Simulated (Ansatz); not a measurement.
**Abstraction of H: C2H7GaO + Ga(CH3)(SH) → C2H6GaO + GaH(CH3)(SH)**

Species: C2H7GaO `C[O][GaH][CH3]`, singlet; Ga(CH3)(SH), doublet; C2H6GaO `C[O][Ga][CH3]`, doublet; GaH(CH3)(SH), singlet. A radical takes H: the energy is the difference in strength between two Ga–H bonds in different surroundings.

Shapes, held fixed at every level: PBE0-D4/def2-TZVP. Flexible molecules stand in one conformer, not always the lowest. Programs: Ansatz 0.2.0. The zero-point and thermal change to 298 K, harmonic and unscaled (PBE0-D4/def2-TZVP), is +0.5 kJ/mol.

```json
{"level": "MP2/def2-SVP", "kind": "perturbation theory", "ΔH(298 K) (kJ/mol)": "-5.7", "less CCSD(T)/def2-TZVPP": "-2.1"}
{"level": "HF/def2-SVP", "kind": "Hartree–Fock", "ΔH(298 K) (kJ/mol)": "-4.8", "less CCSD(T)/def2-TZVPP": "-1.2"}
{"level": "PBE-D4/def2-TZVPP", "kind": "GGA", "ΔH(298 K) (kJ/mol)": "-7.6", "less CCSD(T)/def2-TZVPP": "-4.0"}
{"level": "BHLYP-D4/def2-TZVPP", "kind": "global hybrid", "ΔH(298 K) (kJ/mol)": "-4.6", "less CCSD(T)/def2-TZVPP": "-1.0"}
{"level": "PBE0-D4/def2-TZVPP", "kind": "global hybrid", "ΔH(298 K) (kJ/mol)": "-5.4", "less CCSD(T)/def2-TZVPP": "-1.8"}
{"level": "B2PLYP/def2-TZVPP", "kind": "double hybrid", "ΔH(298 K) (kJ/mol)": "-6.5", "less CCSD(T)/def2-TZVPP": "-2.9"}
{"level": "CCSD(T)/def2-SVP", "kind": "coupled cluster or CI", "ΔH(298 K) (kJ/mol)": "-6.3", "less CCSD(T)/def2-TZVPP": "-2.7"}
{"level": "CCSD(T)/def2-TZVPP", "kind": "coupled cluster or CI", "ΔH(298 K) (kJ/mol)": "-3.6", "less CCSD(T)/def2-TZVPP": "0.0"}
```

The highest level, CCSD(T)/def2-TZVPP, gives ΔH(298 K) = -3.6 kJ/mol; the levels span -7.6 to -3.6. That is about zero within the method's error. The column of differences is taken from that level and isn't an error. No measured value is set beside it here. Open shells run unrestricted. Relativity is left out for Ga. Outer-core shells of Ga are correlated in most correlated rows, in sets that cover them unevenly.
